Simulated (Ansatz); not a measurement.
`CC[Si](F)(F)Cl` + H₂ → `F[SiH](F)Cl` + ethane at 400 K and 1 bar (hydrogenolysis of the Si–C bond).

Computed with Ansatz on PBE0-D4/def2-TZVP structures; ΔE is electronic, products minus reactants. CCSD(T)/CBS adds triple-zeta CCSD(T) − MP2 to the extrapolated MP2 energy (def2 sets, frozen cores). This one scheme is used for every species. One conformer a species, not always the lowest.

```json
{"species": "`CC[Si](F)(F)Cl`", "CCSD(T)/CBS energy (Eh)": "-1027.77234", "H − E (kJ/mol)": "230.2", "S (J/(mol·K))": "405.8"}
{"species": "H₂", "CCSD(T)/CBS energy (Eh)": "-1.17544", "H − E (kJ/mol)": "38.0", "S (J/(mol·K))": "139.0"}
{"species": "`F[SiH](F)Cl`", "CCSD(T)/CBS energy (Eh)": "-949.23245", "H − E (kJ/mol)": "65.7", "S (J/(mol·K))": "320.7"}
{"species": "`CC`", "CCSD(T)/CBS energy (Eh)": "-79.71954", "H − E (kJ/mol)": "213.5", "S (J/(mol·K))": "244.3"}
```

H − E and S are ideal-gas, rigid-rotor, harmonic terms from PBE0-D4/def2-TZVP, for one conformer and one mirror image of each species. The MP2-based limit puts H₂ 0.8 mEh under its directly extrapolated value; such offsets cancel only in part. 1 Eh = 2625.50 kJ/mol, R = 8.31446 J/(mol·K).

Task: By hand: ΔE, ΔH, ΔS and ΔG.

Result: ΔE = (-949.23245) + (-79.71954) − (-1027.77234) − (-1.17544) = -0.00421 Eh = -11.1 kJ/mol. Δ(H − E) = 65.7 + 213.5 − 230.2 − 38.0 = 11.0, so ΔH = -0.1 kJ/mol. ΔS = 320.7 + 244.3 − 405.8 − 139.0 = 20.2 J/(mol·K). ΔG = -0.1 − 400 × (20.2)/1000 = -8.2 kJ/mol.

Task: By hand: the equilibrium constant, and the temperature at which ΔG would vanish if ΔH and ΔS stayed fixed.

Result: log₁₀ K = −ΔG/(RT ln 10) = 1.1. ΔH and −TΔS have one sign here, so there is no such temperature. One of them is within its doubt of zero, so this could turn.

TΔS isn't small against ΔH here. A doubt of 5 kJ/mol in ΔE shifts log₁₀ K by 0.7 here. Other conformers and mirror images would add mixing entropy, several J/(mol·K) or more a flexible species. These are equilibria of isolated gas molecules and say nothing of rates. Largest T1 diagnostic: 0.011 (customary marks: 0.02 for closed shells, 0.045 for open ones).
